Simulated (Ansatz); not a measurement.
Ansatz (an electronic-structure program) input (RPA@PBE/cc-pV(T+d)Z):
A basis named .json is the Basis Set Exchange file of that set.

Ansatz 0.2 input:
```yaml
crystal:
  periodic: [false, false, false]
  atoms:
    - {symbol: C, position_ang: [2.31800870, -0.30045345, 0.54485877]}
    - {symbol: Si, position_ang: [0.93743721, -0.20179394, -0.83486581]}
    - {symbol: O, position_ang: [-0.34344624, 0.50903115, 0.19818307]}
    - {symbol: Si, position_ang: [-1.87272561, 0.04895015, 0.32894148]}
    - {symbol: H, position_ang: [2.35680172, 0.60956863, 1.15506318]}
    - {symbol: H, position_ang: [2.14601377, -1.15078941, 1.21376816]}
    - {symbol: H, position_ang: [3.30228942, -0.44446870, 0.08108319]}
    - {symbol: H, position_ang: [1.44404332, 1.13705823, -1.42728923]}
    - {symbol: H, position_ang: [-2.06811053, -1.37173872, 0.75474057]}
    - {symbol: H, position_ang: [-2.68738254, 0.20971814, -0.91593254]}
    - {symbol: H, position_ang: [-2.56009962, 0.88093626, 1.36689035]}
basis:
  gaussian:
    orbitals: cc-pV_T+d_Z.json
hamiltonian:
  xc: pbe
total_charge: -1
magnetization: {spin_polarized: false}
correlation: {method: rpa, electrons: outside_noble_gas}
```

End of the output:

```
integrals: 0.43 GiB planned
1349 factors; integrals over basis functions are off by at most 1.1e-3 eV
0.33 GiB of the device are held for the grids
1.29 GiB of device memory are held for the factors and their scratch space
mean field: 1.56 GiB planned
mean field evaluation 1: about -18938.5848 eV, gradient 5.4e1 eV
mean field evaluation 2: about -18938.5730 eV, gradient 5.4e1 eV
mean field evaluation 4: about -18944.5342 eV, gradient 1.7e1 eV
mean field evaluation 8: about -18945.2095 eV, gradient 7.0e-1 eV
mean field evaluation 16: about -18945.2102 eV, gradient 1.7e-4 eV
mean field -18945.21022081 eV, -696.2236340899 hartree, gradient 9.6e-6 eV, S^2 0.000000; 0 other end points of the search recorded, 0 dependent functions left out
12 core orbitals not correlated
reference -18905.14155483 eV, -694.7511377749 hartree; 13, 13 occupied and 211, 211 virtual orbitals, 1349 factors
Total energy: -18937.38658901 eV, -695.9361209244 hartree
```

It need not be the lowest isomer of its formula. Whether it binds its extra electron was not tested at this geometry.
